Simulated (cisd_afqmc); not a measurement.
Input (X2C-AFQMC/CISD/cc-pwCVTZ-DK; cisd_afqmc is a phaseless AFQMC code with CISD trial states that reads the integrals written by Ansatz): The .json basis holds the Basis Set Exchange's core-valence set for the 3d metal and cc-pVXZ-DK of the same size for its partners.

Ansatz 0.2 input:
```python
import cisd_afqmc

open("ham.yaml", "w").write("""\
crystal:
  periodic: [false, false, false]
  atoms:
    - {symbol: Ti, position_ang: [-0.00000000, -0.00000000, -0.37574729]}
    - {symbol: N, position_ang: [0.00000000, 0.00000000, 1.18092005]}
basis:
  gaussian:
    orbitals: cc-pwCVTZ-DK.json
magnetization: {spin_polarized: true, initial_magnetization: 1}
correlation: {method: ccsd, frozen_orbitals: {N: 1, Ti: 5}, hamiltonian_folder: ham}
""")
rep = cisd_afqmc.ansatz("ham.yaml")
e_ccsd = rep["correlation"]["coupled_cluster"]["energy"]["hartree"]
out = cisd_afqmc.run("ham", e_ccsd, trial="CISD", walkers=100, populations=8, threads=8, dt=0.005, steps=40, early=36, settle=10, least=32,
    cut=5e-5, rank_cut=2e-4, target=0.0006, seconds=3000, seed=4, memory=12960, gpu=False)
```

Output:

```
WARN ansatz::render: the results are in doubt because among natural orbitals full CI differs from the method by -0.308 eV
orbitals 126, occupied [9, 8], factors 705 of 841, rank of the doubles 897 of 1997
E(HF) = -907.136757
E(CCSD) on the cut factors = -907.832856, shift to the whole factors -0.000007
Energy of the trial state on the determinant = -907.832852
  tau behind 10.8 of longer steps, mean of the populations' last blocks
   2.0  -907.88182
   4.0  -907.88550
   6.0  -907.87753
   8.0  -907.88494
  10.0  -907.87299
  12.0  -907.87248
  14.0  -907.87355
  16.0  -907.88433
  18.0  -907.88217
  20.0  -907.88983
  22.0  -907.87837
  24.0  -907.87625
  26.0  -907.87906
  28.0  -907.88200
  30.0  -907.88606
  32.0  -907.87704
  34.0  -907.88145
blocks 1319 (2 outliers left out), error by blocks joined: 1: 0.00060, 2: 0.00073, 4: 0.00088, 8: 0.00111, 16: 0.00120
E(AFQMC/CISD) = -907.88013 +/- 0.00120
```

The determinant is spin-contaminated: <S^2> is 1.10, 0.35 over the pure value. The CCSD(T) runs of this state have a T1 diagnostic of up to 0.083.

The run carries these doubts: large difference.
